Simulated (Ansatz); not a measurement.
Computed with Ansatz on PBE0-D4/def2-TZVP structures; ΔE is electronic, products minus reactants. CBS: MP2 limit from def2 TZ/QZ plus the TZ coupled-cluster correction, frozen cores. DFT in def2-TZVPP. B3LYP here is the variant with VWN-RPA as its local correlation; programs differ in this. One conformer a species, not always the lowest.

`N[SiH](F)[Si](N)(Cl)Cl` + `N[SiH](Cl)Cl` → `N[Si](Cl)(Cl)[Si](N)(Cl)Cl` + `N[SiH2]F`  (formal exchange of groups at the Si–Si bond)

| level | ΔE (kJ/mol) | difference from CCSD(T)/CBS |
| --- | --- | --- |
| PBE-D4 | -2.5 | 0.6 |
| r2SCAN-D4 | -2.2 | 0.9 |
| PBE0-D4 | -2.5 | 0.6 |
| B3LYP-D4 | -4.3 | -1.2 |
| ωB97X-V | -0.2 | 2.9 |
| ωB97M-V | -1.5 | 1.6 |
| B2PLYP | 0.1 | 3.2 |
| PBE | 2.5 | 5.6 |
| r2SCAN | -0.4 | 2.7 |
| PBE0 | 2.4 | 5.5 |
| B3LYP | 3.7 | 6.8 |
| HF/def2-TZVPP | 3.9 | 7.0 |
| MP2/def2-TZVPP | -6.2 | -3.1 |
| SCS-MP2/def2-TZVPP | -4.2 | -1.1 |
| CCSD/def2-TZVPP | -1.2 | 1.9 |
| CCSD(T)/def2-TZVPP | -2.8 | 0.3 |
| HF/def2-QZVPP | 3.9 | 7.0 |
| MP2/def2-QZVPP | -6.4 | -3.3 |
| SCS-MP2/def2-QZVPP | -4.1 | -1.0 |
| HF/CBS(def2) | 3.9 | 7.0 |
| MP2/CBS(def2) | -6.5 | -3.4 |
| CCSD/CBS(def2) | -1.5 | 1.6 |
| CCSD(T)/CBS | -3.1 | 0 |

Largest T1 diagnostic among the species: 0.011.

The D4 term adds −8.0 kJ/mol with B3LYP and −5.0 kJ/mol with PBE0; it sums over pairs of atoms, weighted by their polarisabilities, and B3LYP, whose exchange is more repulsive, gets the larger term. In def2-TZVPP, CCSD(T) changes the Hartree–Fock value by −6.7 kJ/mol (the triples alone add −1.6 kJ/mol) and MP2 by −10.1 kJ/mol.
